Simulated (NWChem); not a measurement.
Molecule: GaH3S2; SMILES [SH][GaH][SH]

```xyz
6

Ga     0.0000     0.0000    -0.5620
H      0.0000     0.0000    -2.1208
S     -1.8448     0.0000     0.6383
H     -2.6572     0.0000    -0.4417
S      1.8448     0.0000     0.6383
H      2.6572     0.0000    -0.4417
```
Atoms are numbered in this order, from 1.

Computed with NWChem. Pople sets run with spherical d functions. Medium grid unless said otherwise, to which SCAN and Minnesota functionals are sensitive. The geometry was optimised at PBE0/def2-SVP. Hybrids' shares of exact exchange are those that their runs print; pure functionals count as 0. The functionals differ in more than this share.

| row | share of exact exchange | highest occupied level (eV) |
|---|---|---|
| PBE/6-31G* | 0.00 | -6.24 |
| SCAN/6-31G* | 0.00 | -6.56 |
| B3LYP/6-31G* | 0.20 | -7.16 |
| PBE0/6-31G* | 0.25 | -7.45 |
| BHandHLYP/6-31G* | 0.50 | -8.47 |
| Hartree-Fock/6-31G* | 1.00 | withheld |

Fit a straight line of the last column on the one before it, predict the withheld value, and compare with the run.


1. Means of the 5 shown rows: x = 0.190, y = -7.176. Slope Σ(x − x̄)(y − ȳ)/Σ(x − x̄)² = -0.7123/0.1720 = -4.141; intercept -6.389.
2. The shown rows scatter about the line by 0.105 (root mean square); the largest residual is -0.17, at SCAN/6-31G*.
3. At x = 1.00 (Hartree-Fock/6-31G*; beyond the shown range) the line gives -10.53.
4. The run gives -10.20, +0.33 from the line, 3.1 times the scatter.
